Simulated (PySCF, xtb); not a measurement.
C₄H₇B, SMILES C#CB(C)C.

Harmonic wavenumbers (cm⁻¹) from GFN2-xTB run with xtb 6.7.1 at its own minimum, in rising order: 34, 74, 136, 185, 276, 394, 431, 648, 662, 692, 713, 861, 866, 870, 1139, 1193, 1379, 1384, 1480, 1482, 1490, 1493, 2197, 2991, 2994, 3028, 3030, 3033, 3036, 3358.

Question: What does PBE-D3(BJ)/def2-SVP in PySCF give at its own minimum? (Estimate from the structure and the level; the computed values follow.)

Answer: 77, 120, 152, 202, 298, 412, 490, 595, 622, 665, 744, 814, 829, 867, 1117, 1147, 1252, 1267, 1361, 1364, 1391, 1395, 2088, 2944, 2946, 3030, 3031, 3083, 3083, 3393. Paired by order, the mean absolute difference is 51 cm⁻¹ and the zero-point energies are 59.4 and 58.3 kcal/mol.
